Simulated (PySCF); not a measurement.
**Ionisation energy of Fe by level of theory**

Fe [Ar] 3d6 4s2 (5D) → Fe⁺ [Ar] 3d6 4s1 (6D), as a difference of total energies. Computed with PySCF 2.14 in dyall-av2z (16s12p7d2f, 101 functions), with the non-relativistic Hamiltonian (point nucleus). Correlated levels: valence: [Ar] frozen; virtual orbitals above 40 to 60 times the deepest correlated orbital energy dropped. The calculations carry no spin-orbit coupling.

| method | ionisation energy (eV) |
| --- | --- |
| UHF | 6.368 |
| LDA | 8.054 |
| PBE | 7.757 |
| PBE0 | 7.564 |
| r2SCAN0 | 7.451 |
| revPBE | 7.650 |
| PBEsol | 7.704 |
| M06 | 8.479 |
| MP2 (valence) | 7.380 |
| SCS-MP2 (valence) | 7.547 |

Problem. How much does correlation contribute at MP2 (valence)?

Solution. 7.380 − (6.368) = 1.012 eV, measured against UHF.

These non-relativistic numbers lack the scalar-relativistic shift.

Errors of the correlated levels include the incompleteness of this basis and the frozen core.

MP2 underrates the near-degeneracy of ns² with np² in the lower species.

For comparison: 7.904 eV (measured; NIST levels, between the centres of gravity of the two terms).
